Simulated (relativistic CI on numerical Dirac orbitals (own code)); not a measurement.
**Electric-dipole transitions in Hf L**

Method of calculation: Dirac-Coulomb-Breit CI, KLI orbitals optimised for each configuration, QED by a radiative potential, unscaled Slater integrals (own radial code, finite nucleus).

CI space (outside the closed core [Ne]): 3s2.3p6.3d5, 3s2.3p5.3d6, 3s2.3p4.3d7, 3s.3p6.3d6, 3p6.3d7, 3s.3p5.3d7, 3s2.3p6.3d4.4s, 3s2.3p6.3d4.4p, 3s2.3p4.3d6.4s, 3s2.3p6.3d4.4d, 3s2.3p4.3d6.4p, 3s2.3p5.3d5.4s, 3s2.3p6.3d4.4f, 3s.3p5.3d6.4s, 3s2.3p5.3d5.4p, 3s.3p5.3d6.4p, 3p6.3d6.4s, 3s2.3p6.3d3.4s2, 3p6.3d6.4p, 3s2.3p6.3d3.4s.4p, 3s2.3p6.3d4.5s, 3p6.3d5.4s2. Levels of other configurations are missing.

```tsv
λ vac (nm)	Lower	Upper	A (s⁻¹)	log gf	S velocity/length
1.9444	3s2.3p6.3d5 2I_11/2 [13]	3s2.3p5.3d6 2G°_9/2 [181]	2.15e+12	0.09	0.77
1.9617	3s2.3p6.3d5 2I_13/2 [15]	3s2.3p5.3d6 2H°_11/2 [180]	5.00e+12	0.54	0.76
1.9744	3s2.3p6.3d5 6S_5/2 [2]	3s2.3p5.3d6 4D°_7/2 [155]	1.17e+12	-0.26	0.89
1.9830	3s2.3p6.3d5 2H_11/2 [5]	3s2.3p5.3d6 4F°_9/2 [157]	4.15e+12	0.39	0.78
1.9902	3s2.3p6.3d5 2H_11/2 [30]	3s2.3p5.3d6 2G°_9/2 [222]	3.77e+12	0.35	0.78
1.9914	3s2.3p5.3d6 4I°_15/2 [54]	3s2.3p4.3d7 4H_13/2 [375]	4.93e+12	0.61	0.80
1.9956	3s2.3p6.3d5 2H_11/2 [30]	3s2.3p5.3d6 2H°_11/2 [219]	3.52e+12	0.40	0.87
1.9997	3s2.3p6.3d5 2G_9/2 [6]	3s2.3p5.3d6 4F°_9/2 [157]	1.58e+12	-0.02	0.89
2.0073	3s2.3p6.3d5 2F_7/2 [9]	3s2.3p5.3d6 2D°_5/2 [158]	3.63e+12	0.12	0.82
2.0122	3s2.3p6.3d5 4G_7/2 [3]	3s2.3p5.3d6 4D°_7/2 [155]	1.59e+12	-0.11	0.88
2.0348	3s2.3p6.3d5 2G_9/2 [6]	3s2.3p5.3d6 4D°_7/2 [155]	1.77e+12	-0.06	0.78
2.0562	3s2.3p6.3d5 2I_13/2 [15]	3s2.3p5.3d6 2I°_13/2 [167]	1.99e+12	0.25	0.85
2.9681	3s2.3p6.3d5 4G_7/2 [3]	3s2.3p5.3d6 2D°_5/2 [84]	1.30e+12	0.01	0.71
2.9953	3s2.3p6.3d5 2H_11/2 [5]	3s2.3p5.3d6 2G°_9/2 [83]	9.89e+11	0.12	0.67
2.9970	3s2.3p6.3d5 6S_5/2 [2]	3s2.3p5.3d6 6P°_3/2 [76]	9.59e+11	-0.29	0.75
3.0012	3s2.3p6.3d5 2I_11/2 [13]	3s2.3p5.3d6 2H°_9/2 [123]	9.25e+11	0.10	0.68
3.0015	3s2.3p6.3d5 2G_9/2 [6]	3s2.3p5.3d6 4F°_7/2 [86]	1.58e+12	0.23	0.67
3.0225	3s2.3p6.3d5 2I_13/2 [15]	3s2.3p5.3d6 2H°_11/2 [126]	1.42e+12	0.37	0.65
3.0267	3s2.3p6.3d5 4G_9/2 [14]	3s2.3p5.3d6 2F°_7/2 [120]	1.13e+12	0.09	0.72
3.0306	3s2.3p6.3d5 4P_5/2 [1]	3s2.3p5.3d6 2P°_3/2 [46]	1.51e+12	-0.08	0.72
3.0337	3s2.3p6.3d5 2G_9/2 [6]	3s2.3p5.3d6 2G°_9/2 [83]	6.06e+11	-0.08	0.81
3.0404	3s2.3p6.3d5 4P_5/2 [1]	3s2.3p5.3d6 2D°_5/2 [45]	1.60e+12	0.12	0.85
3.0783	3s2.3p6.3d5 2H_11/2 [5]	3s2.3p5.3d6 2H°_11/2 [77]	1.36e+12	0.37	0.81
3.0785	3s2.3p6.3d5 6S_5/2 [2]	3s2.3p5.3d6 2F°_5/2 [68]	5.73e+11	-0.31	0.82
3.0851	3s2.3p6.3d5 4G_7/2 [3]	3s2.3p5.3d6 4F°_7/2 [75]	6.32e+11	-0.14	0.86
3.1519	3s2.3p6.3d5 2F_7/2 [9]	3s2.3p5.3d6 2F°_7/2 [79]	7.82e+11	-0.03	0.74
3.1546	3s2.3p6.3d5 2G_9/2 [6]	3s2.3p5.3d6 2G°_9/2 [74]	5.06e+11	-0.12	0.90
3.1789	3s2.3p6.3d5 4P_5/2 [1]	3s2.3p5.3d6 4D°_7/2 [43]	5.64e+11	-0.16	0.87
3.1887	3s2.3p6.3d5 2I_11/2 [13]	3s2.3p5.3d6 4G°_11/2 [107]	6.92e+11	0.10	0.78
3.2112	3s2.3p6.3d5 2I_13/2 [15]	3s2.3p5.3d6 2I°_13/2 [109]	7.08e+11	0.19	0.79
```

Terms are leading LS components. Brackets give the number of a level in order of energy, since labels repeat. The list gives strong lines, with weight on those to low levels, among the lowest 400 of 9898 levels, so that lines to higher ones, which can be the strongest, are missing. Levels whose partners in the same complex of configurations lie outside the list can be far off, and so can their lines. Rates are taken at the computed energies, electric ones in the length gauge. A velocity-to-length ratio far from 1 marks an uncertain rate.

At this charge energies of transitions that change n are usually good to better than 1 %, and those within a shell (Δn = 0) to a few per cent.

LS names give the leading component of a level, which can be under half, so a name can repeat, a term be missing and a line seem to break the LS rules.
